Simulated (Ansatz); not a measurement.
System: CNO, net charge 0, doublet state. It need not be the lowest isomer of its formula. 
Structure (B3LYP-D3(BJ)/def2-TZVP (Ansatz, a quantum-chemistry and plane-wave program) minimum search):
```
C
O 1 1.1754
N 1 1.2216 2 180.00
```
Charge 0, spin multiplicity 2.

Atomisation energy built up term by term with Ansatz (kcal/mol; UHF references for open shells; valence terms freeze the core; atomic spin-orbit terms are left out). Basis-set limits of correlation are two-point, X^-3; Hartree-Fock from the larger set.

| term | basis | kcal/mol |
|---|---|---|
| Hartree-Fock | cc-pVQZ | [?] |
| CCSD correlation | CBS(cc-pVTZ,cc-pVQZ) | [?] |
| (T) | CBS(cc-pVTZ,cc-pVQZ) | 13.02 |
| CCSDT - CCSD(T) | cc-pVDZ | 0.38 |
| core correlation | cc-pwCVTZ | 1.78 |
| scalar relativity (X2C) | cc-pVTZ-DK against cc-pVTZ | -0.38 |
| sum: De |  | [?] |

Q: What belongs in the gaps?

A: 
- Hartree-Fock, kcal/mol: 180.92
- CCSD correlation, kcal/mol: 121.08
- sum: De, kcal/mol: 316.8
